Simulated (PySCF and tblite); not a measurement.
Values are calculated unless marked as measured or tabulated.
Molecule: C6H12O, numbered as in [CH3:1][C:2]1([CH3:3])[CH2:4][CH2:5][O:6][CH2:7]1; H named by carrier, a and b as here (phase angle P 216°, Å):

```
C1      -1.297    0.378    1.086
C2      -0.354   -0.197    0.029
C3      -0.876   -1.538   -0.474
C4       1.085   -0.288    0.582
C5       1.824    0.887   -0.087
O6       0.840    1.696   -0.696
C7      -0.180    0.822   -1.116
H1a     -1.335   -0.273    1.957
H1b     -2.303    0.476    0.686
H1c     -0.950    1.361    1.397
H3a     -0.965   -2.241    0.352
H3b     -1.857   -1.415   -0.928
H3c     -0.204   -1.962   -1.218
H4a      1.550   -1.237    0.320
H4b      1.093   -0.192    1.666
H5a      2.374    1.511    0.618
H5b      2.523    0.515   -0.851
H7a      0.116    0.307   -2.042
H7b     -1.073    1.418   -1.307
```

The ring 2–4–5–6–7 is held at Altona–Sundaralingam phase angles P (ν_j = ν_max cos(P + 144°(j − 2)), ν_j about the bond from ring atom j to j + 1, counted from 0) and the rest relaxed at GFN2-xTB. Energies: PBE0/pcSseg-1 + D3(BJ). Couplings: B3LYP/6-31G* with H pcJ-1, gas phase, for ¹H. Programs: tblite and PySCF.

One held structure gave ³J(H4b,H5b) = 0.3, ³J(H4a,H5a) = 11.5, ³J(H4b,H5a) = 6.7, ³J(H4a,H5b) = 10.1, ⁴J(H5a,H7b) = -0.9, ⁴J(H4a,H7a) = 0.2, ⁴J(H5b,H7b) = -0.9, ²J(H7a,H7b) = -8.6 Hz.

(1) At which phase angle P was it held?
A. 72°
B. 216°
C. 0°
D. 144°
E. 288°

Answers

(1) E. It lies 0.41 kcal/mol above the lowest point.
